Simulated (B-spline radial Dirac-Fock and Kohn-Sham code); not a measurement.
# Pm³⁺ in Watson spheres of different radius

Calculated with an atomic code on a B-spline grid, using Dirac-Fock energy differences between relaxed states, corrected for Breit and QED terms. The ion, [Xe] 4f4, sits in a hollow sphere of charge Q = -3, a simple model of the Madelung potential. Inside the sphere an electron's potential energy is raised by the constant 14.40·|Q|/R eV, so binding energies fall by about that much as long as the orbitals stay inside.

| radius (Å) | 14.40 |Q|/R (eV) | 1s (eV) | 2s (eV) | 2p1/2 (eV) | 2p3/2 (eV) | 3s (eV) | 3p1/2 (eV) | 3p3/2 (eV) | 3d3/2 (eV) | 3d5/2 (eV) | 4s (eV) | 4p1/2 (eV) | 4p3/2 (eV) | 4d3/2 (eV) | 4d5/2 (eV) | 4f (eV) | 5s (eV) | 5p1/2 (eV) | 5p3/2 (eV) |
| --- | --- | --- | --- | --- | --- | --- | --- | --- | --- | --- | --- | --- | --- | --- | --- | --- | --- | --- | --- |
| 1.6 | 27.00 | 45194.2 | 7445.4 | 7025.6 | 6472.1 | 1666.2 | 1487.0 | 1373.6 | 1065.7 | 1041.9 | 353.3 | 283.4 | 258.7 | 142.0 | 137.7 | 10.94 | 51.91 | 30.01 | 26.30 |
| 2.7 | 16.00 | 45205.0 | 7456.2 | 7036.4 | 6482.9 | 1677.0 | 1497.8 | 1384.5 | 1076.5 | 1052.7 | 364.1 | 294.2 | 269.5 | 152.8 | 148.5 | 21.77 | 62.77 | 40.85 | 37.13 |

From the smallest to the largest radius 1s moves by +10.8 eV, while the constant potential alone would give +11.0 eV; the difference comes from charge outside the sphere and its screening.
